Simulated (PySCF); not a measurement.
**Ionisation energy of W⁶³⁺ by level of theory**

W⁶³⁺ [Ne] 3s1 (2S) → W⁶⁴⁺ [Ne] (1S), as a difference of total energies. All numbers are calculated (PySCF 2.14, scalar relativity by spin-free X2C-1e, in an even-tempered Gaussian basis (17 s from 18 bohr⁻², ratio 2.5; 12 p from 23 bohr⁻², ratio 2.5; 4 d from 84 bohr⁻², ratio 2.7; 4 f from 130 bohr⁻², ratio 2.7)). Correlated levels: outer shells: 1s2 frozen; virtual orbitals above 40 to 60 times the deepest correlated orbital energy dropped. The calculations carry no spin-orbit coupling.

```
                method  ionisation energy (eV)
                   UHF                  7134.6
                   LDA                  7138.2
                   PBE                  7143.8
                  PBE0                  7141.6
                r2SCAN                  7133.4
                 M06-L                  7129.9
             BHandHLYP                  7140.1
    MP2 (outer shells)                  7135.4
SCS-MP2 (outer shells)                  7135.3
```

Breit and QED terms and the two-electron picture change are absent.

For comparison: 7130 ± 7 eV (semi-empirical (NIST evaluation); NIST Atomic Spectra Database, ionization energies).
